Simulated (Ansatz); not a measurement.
`[CH3][Al]([Br])[Br]` and `[CH3][Al]([OH])[Br]` differ in one atom or group.

Ansatz, PBE0-D4/def2-TZVP geometries, multiplicity 1. Each molecule was computed in one conformer, which needn't be the lowest.

Scalar relativity is left out up to krypton.

```json
{"property": "LUMO energy (PBE/def2-TZVPP) / eV", "`[CH3][Al]([Br])[Br]`": "-1.89"}
{"property": "LUMO energy (PBE0/def2-TZVPP) / eV", "`[CH3][Al]([Br])[Br]`": "-1.14"}
{"property": "size of the dipole moment (ωB97M-V/def2-TZVPP) / D", "`[CH3][Al]([Br])[Br]`": "1.96"}
{"property": "HOMO–LUMO gap (ωB97M-V/def2-TZVPP) / eV", "`[CH3][Al]([Br])[Br]`": "11.15"}
{"property": "LUMO energy (ωB97M-V/def2-TZVPP) / eV", "`[CH3][Al]([Br])[Br]`": "0.53"}
{"property": "size of the dipole moment (B3LYP/def2-TZVPP) / D", "`[CH3][Al]([Br])[Br]`": "1.93"}
```

Q: What does the change do to each property? (Estimate.)

A: The calculation gave: 
```csv
property,`[CH3][Al]([OH])[Br]`,shift
LUMO energy (PBE/def2-TZVPP) / eV,-1.17,0.72
LUMO energy (PBE0/def2-TZVPP) / eV,-0.36,0.78
size of the dipole moment (ωB97M-V/def2-TZVPP) / D,0.79,-1.17
HOMO–LUMO gap (ωB97M-V/def2-TZVPP) / eV,11.73,0.58
LUMO energy (ωB97M-V/def2-TZVPP) / eV,1.18,0.65
size of the dipole moment (B3LYP/def2-TZVPP) / D,0.77,-1.16
```

With PBE0 the HOMO rises by 0.10 eV and the LUMO rises by 0.78 eV, so the gap widens by about 0.68 eV. PBE moves the HOMO by 0.12 eV and ωB97M-V by 0.07 eV. Dipoles are sizes alone; their direction can turn.

B3LYP here is the variant with VWN-RPA as its local correlation; programs differ in this.

Spin–orbit coupling is left out; it splits and shifts lone-pair levels of the heavy atoms by tenths of an eV.
